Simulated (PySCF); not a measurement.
A PySCF script (with the pyscf-properties extension) for the NMR shieldings of `C=C(C)B(CBF)OC`, C5H11B2FO, on a GFN2-xTB geometry:

```python
import basis_set_exchange as bse
import numpy as np
from pyscf import gto, dft
from pyscf.prop import nmr

atoms = """
C     1.818271    1.568443   -0.116975
C     1.409190    0.314943   -0.299124
C     2.414086   -0.776817   -0.546008
B    -0.109070   -0.105295   -0.216119
C    -1.291680    0.990713   -0.330887
B    -1.660130    1.470500    1.107930
F    -2.536095    0.774421    1.819636
O    -0.338761   -1.406065   -0.030848
C    -1.597666   -2.014478    0.123818
H     1.124415    2.370214    0.069023
H     2.863131    1.840471   -0.134303
H     2.246340   -1.217963   -1.527206
H     2.284398   -1.566289    0.191048
H     3.433468   -0.400138   -0.496359
H    -2.148672    0.514325   -0.808328
H    -0.957649    1.811875   -0.958916
H    -1.186398    2.395556    1.656886
H    -2.089633   -1.659298    1.031523
H    -2.244348   -1.802816   -0.732298
H    -1.438344   -3.091626    0.194473
"""
names = dict.fromkeys(["C", "B", "F", "O", "H"], "pcSseg-1")
basis = {el: gto.basis.parse(bse.get_basis(n, elements=[el], fmt="nwchem")) for el, n in names.items()}
mol = gto.M(atom=atoms, basis=basis, charge=0, verbose=0)
mf = dft.RKS(mol, xc="PBE0")
mf.grids.level = 2
mf.grids.alignment = dft.numint.BLKSIZE   # the property module wants whole blocks of grid points
mf.conv_tol = 1e-9
mf.kernel()

calc = nmr.RKS(mf)   # GIAO
C = mf.mo_coeff
Co = C[:, mf.mo_occ > 0]
resp = mf.gen_response(singlet=True, hermi=2)
def vind(x):   # induced exchange potential for any number of trial vectors
    d = np.einsum("pi,xij,qj->xpq", C, 2 * x.reshape(-1, C.shape[1], Co.shape[1]), Co, optimize=True)
    return np.einsum("xpq,pi,qj->xij", resp(d - d.transpose(0, 2, 1)), C, Co, optimize=True).ravel()
mo1, _ = nmr.rhf.solve_mo1(calc, with_cphf=vind)
sigma = calc.kernel(mo1)
for i, s in enumerate(sigma):   # ppm
    w = np.linalg.eigvalsh((s + s.T) / 2)
    print("%2d %-2s iso %8.1f  s11 %8.1f  s22 %8.1f  s33 %8.1f" % (i, mol.atom_pure_symbol(i), w.mean(), *w))
```

Task: Give the expected output.

Result: 
```
 0 C  iso     47.7  s11    -69.6  s22     64.0  s33    148.8
 1 C  iso     27.3  s11    -87.0  s22     -3.9  s33    172.8
 2 C  iso    161.6  s11    148.3  s22    152.7  s33    183.7
 3 B  iso     58.6  s11     31.8  s22     53.5  s33     90.4
 4 C  iso    161.4  s11    111.5  s22    175.7  s33    197.1
 5 B  iso     45.6  s11    -17.8  s22     68.5  s33     86.1
 6 F  iso    180.1  s11     -4.2  s22     71.8  s33    472.9
 7 O  iso    164.8  s11    -42.7  s22    181.1  s33    356.1
 8 C  iso    130.5  s11    105.5  s22    107.3  s33    178.8
 9 H  iso     25.7  s11     22.9  s22     24.5  s33     29.6
10 H  iso     25.4  s11     22.5  s22     24.9  s33     28.8
11 H  iso     29.9  s11     26.1  s22     28.6  s33     34.9
12 H  iso     29.4  s11     24.7  s22     29.7  s33     33.8
13 H  iso     30.1  s11     26.2  s22     29.1  s33     35.0
14 H  iso     30.3  s11     27.2  s22     29.6  s33     34.1
15 H  iso     29.8  s11     26.2  s22     29.7  s33     33.5
16 H  iso     26.1  s11     24.3  s22     24.7  s33     29.3
17 H  iso     27.3  s11     22.7  s22     27.0  s33     32.3
18 H  iso     27.6  s11     24.5  s22     25.9  s33     32.4
19 H  iso     27.5  s11     23.3  s22     26.3  s33     32.9
```

These numbers come from an equivalent density-fitted implementation of the same equations, which agrees with the script to about 0.01 ppm for H and up to a few tenths of a ppm for heavy atoms, so last digits may differ.

Size and cost of the density-fitted run: 208 basis functions, 85 s wall time on 1 thread of an Intel Xeon, shared host; peak memory 0.94 GiB.
